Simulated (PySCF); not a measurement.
Species: C3H3BrF2Si.
SMILES with atom numbers: `[F:1][SiH2:2][C@@:3]1([Br:4])[CH:5]=[C:6]1[F:7]` (hydrogens: H8, H9 on Si2; H10 on C5)

Computed with PBE0-D3(BJ)/def2-SVP geometry optimisation, gas phase (PySCF).

What internal coordinates does the optimisation give?

```
  bond  length (Å)   order
F1–Si2       1.630  single
Si2–C3       1.876  single
C3–Br4       2.024  single
 C3–C5       1.506  single
 C5=C6       1.297  double
 C6–F7       1.292  single
 C3–C6       1.444  single
Si2–H8       1.484  single
Si2–H9       1.485  single
C5–H10       1.085  single
```

Orders are formal, as drawn. A selection of angles:
```
     angle  degrees
 F1–Si2–C3    106.7
 F1–Si2–H8    108.5
 F1–Si2–H9    108.4
 C3–Si2–H8    110.5
 C3–Si2–H9    109.7
 H8–Si2–H9    112.9
Si2–C3–Br4    103.2
 Si2–C3–C5    128.0
 Si2–C3–C6    130.6
 Br4–C3–C5    118.5
 Br4–C3–C6    118.2
  C5–C3–C6     52.1
  C3–C5–C6     61.5
 C3–C5–H10    143.3
 C6–C5–H10    155.2
  C5–C6–F7    149.8
  C3–C6–C5     66.4
  C3–C6–F7    143.8
```

Torsions: F1–Si2–C3–Br4 -179° (antiperiplanar); Si2–C3–C5–C6 116° (anticlinal); C3–C5–C6–F7 179° (antiperiplanar); Si2–C3–C6–C5 -111° (anticlinal).

The C–C distances run from 1.297 Å (C5=C6, drawn double) to 1.506 Å (C3–C5, drawn single), a spread of 0.209 Å. The 3-membered ring C3–C5–C6 has internal angles of 52.1° to 66.4°. Si2 (fluorine-bound silicon) is tetrahedral (angles from 106.7° to 112.9°).

Point group: C1 (no symmetry element, even within 0.4 Å). No frequency check. One conformer, not necessarily the lowest.
